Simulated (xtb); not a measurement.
xtb input (GFN2-xTB):

```bash
xtb mol.xyz --gfn 2 --sp --chrg 0 --uhf 0
```
mol.xyz:
```
11

Si    -0.09830585    -0.70167196     0.04124274
C     -1.77214234    -1.47441362     0.26439802
C      1.29607015    -1.92361908    -0.06466908
Br     0.28822484     0.67217969     1.76981612
Br    -0.12155787     0.51742944    -1.83973874
H     -2.54615984    -0.70920637     0.31946381
H     -1.99469329    -2.13418457    -0.57656907
H     -1.79453647    -2.05859740     1.18650436
H      1.14276306    -2.59352776    -0.91306261
H      1.34291987    -2.51794059     0.85001082
H      2.24907776    -1.41125909    -0.19482748
```

End of the output:

```
         :::::::::::::::::::::::::::::::::::::::::::::::::::::
         ::                     SUMMARY                     ::
         :::::::::::::::::::::::::::::::::::::::::::::::::::::
         :: total energy             -17.314606517682 Eh    ::
         :: gradient norm              0.024327203184 Eh/a0 ::
         :: HOMO-LUMO gap              6.093589047905 eV    ::
         ::.................................................::
         :: SCC energy               -17.459962940570 Eh    ::
         :: -> isotropic ES            0.031187263535 Eh    ::
         :: -> anisotropic ES          0.003359495266 Eh    ::
         :: -> anisotropic XC         -0.009631951769 Eh    ::
         :: -> dispersion             -0.008959962650 Eh    ::
         :: repulsion energy           0.145356422888 Eh    ::
         :: add. restraining           0.000000000000 Eh    ::
         :: total charge              -0.000000000000 e     ::
         :::::::::::::::::::::::::::::::::::::::::::::::::::::

           -------------------------------------------------
          |                Property Printout                |
           -------------------------------------------------

    * Orbital Energies and Occupations

         #    Occupation            Energy/Eh            Energy/eV
      -------------------------------------------------------------
         1        2.0000           -0.8707530             -23.6944
       ...           ...                  ...                  ...
         4        2.0000           -0.6135944             -16.6968
         5        2.0000           -0.5799074             -15.7801
         6        2.0000           -0.5137606             -13.9801
         7        2.0000           -0.5123316             -13.9413
         8        2.0000           -0.5062006             -13.7744
         9        2.0000           -0.5056642             -13.7598
        10        2.0000           -0.4647023             -12.6452
        11        2.0000           -0.4628741             -12.5954
        12        2.0000           -0.4620682             -12.5735
        13        2.0000           -0.4342213             -11.8158
        14        2.0000           -0.4333848             -11.7930
        15        2.0000           -0.4295466             -11.6886
        16        2.0000           -0.4271102             -11.6223 (HOMO)
        17                         -0.2031750              -5.5287 (LUMO)
        18                         -0.2002790              -5.4499
        19                         -0.1680547              -4.5730
        20                         -0.1284798              -3.4961
        21                         -0.0530638              -1.4439
        22                         -0.0484220              -1.3176
        23                         -0.0007631              -0.0208
        24                          0.0280262               0.7626
        25                          0.0286189               0.7788
        26                          0.0291152               0.7923
        27                          0.0291976               0.7945
       ...                                ...                  ...
        41                          0.9894841              26.9252
      -------------------------------------------------------------
                  HL-Gap            0.2239353 Eh            6.0936 eV
             Fermi-level           -0.3151426 Eh           -8.5755 eV

     #   Z          covCN         q      C6AA      α(0)
     1  14 Si       3.414     0.565   103.899    20.004
     2   6 C        3.654    -0.192    24.617     7.124
     3   6 C        3.654    -0.192    24.617     7.124
     4  35 Br       0.846    -0.223   191.035    22.284
     5  35 Br       0.846    -0.223   191.035    22.284
     6   1 H        0.925     0.050     2.318     2.381
     7   1 H        0.924     0.041     2.439     2.442
     8   1 H        0.924     0.041     2.439     2.442
     9   1 H        0.924     0.041     2.439     2.442
    10   1 H        0.924     0.041     2.439     2.442
    11   1 H        0.925     0.050     2.318     2.381

 Mol. C6AA /au·bohr⁶  :       3224.586716
 Mol. C8AA /au·bohr⁸  :     151913.955891
 Mol. α(0) /au        :         93.352088

Wiberg/Mayer (AO) data.
largest (>0.10) Wiberg bond orders for each atom

 ---------------------------------------------------------------------------
     #   Z sym  total        # sym  WBO       # sym  WBO       # sym  WBO
 ---------------------------------------------------------------------------
     1  14 Si   3.931 --     5 Br   1.050     4 Br   1.050     3 C    0.889
                             2 C    0.889
     2   6 C    3.988 --     7 H    0.985     8 H    0.985     6 H    0.982
                             1 Si   0.889
     3   6 C    3.988 --    10 H    0.985     9 H    0.985    11 H    0.982
                             1 Si   0.889
     4  35 Br   1.204 --     1 Si   1.050
     5  35 Br   1.204 --     1 Si   1.050
     6   1 H    0.997 --     2 C    0.982
     7   1 H    0.998 --     2 C    0.985
     8   1 H    0.998 --     2 C    0.985
     9   1 H    0.998 --     3 C    0.985
    10   1 H    0.998 --     3 C    0.985
    11   1 H    0.997 --     3 C    0.982
 ---------------------------------------------------------------------------

Topologies differ in total number of bonds
Writing topology from bond orders to xtbtopo.mol

molecular dipole:
                 x           y           z       tot (Debye)
 q only:       -0.131      -0.938       0.055
   full:       -0.305      -2.177       0.128       5.596
molecular quadrupole (traceless):
                xx          xy          yy          xz          yz          zz
 q only:        2.559      -0.087       2.290      -0.850      -0.301      -4.849
  q+dip:        8.389      -0.484       6.044      -2.608      -0.837     -14.433
   full:        8.177      -0.447       6.074      -2.564      -0.835     -14.251

           -------------------------------------------------
          | TOTAL ENERGY              -17.314606517682 Eh   |
Note: The following floating-point exceptions are signalling: IEEE_UNDERFLOW_FLAG IEEE_DENORMAL
normal termination of xtb
          | GRADIENT NORM               0.024327203184 Eh/α |
          | HOMO-LUMO GAP               6.093589047905 eV   |
           -------------------------------------------------

------------------------------------------------------------------------
------------------------------------------------------------------------
 total:
 SCF:
```
